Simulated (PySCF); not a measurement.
# Working with the constants of BeF

UHF-CCSD(T) constants of BeF, ²Σ⁺ (doublet), unpaired electrons σ ↑ (Be STO-3G, F STO-3G; no relativity (PySCF 2.14); masses 9.0122 and 18.9984 u):

| Property | Result |
| --- | --- |
| ωe | 1483.6 cm⁻¹ |
| ωexe | 8.92 cm⁻¹ |
| Be | 1.5938 cm⁻¹ |
| αe | 0.0168 cm⁻¹ |
| D (centrifugal) | 7.36e-06 cm⁻¹ |

**Question.** Give the vibrational terms G(v) and spacings up to v = 6.

**Answer.** G(v) = ωe(v+½) − ωexe(v+½)².

```
v  G(v) (cm⁻¹)  G(v) − G(v−1)  Bv (cm⁻¹)
0          740                     1.585
1         2205           1466      1.569
2         3653           1448      1.552
3         5083           1430      1.535
4         6496           1412      1.518
5         7890           1394      1.501
6         9267           1377      1.485
```

Correlated steps freeze 1 core orbital. STO-3G is very small, so such numbers show the basis as much as the molecule. The state was picked by a PBE0 search and need not be the measured ground state.
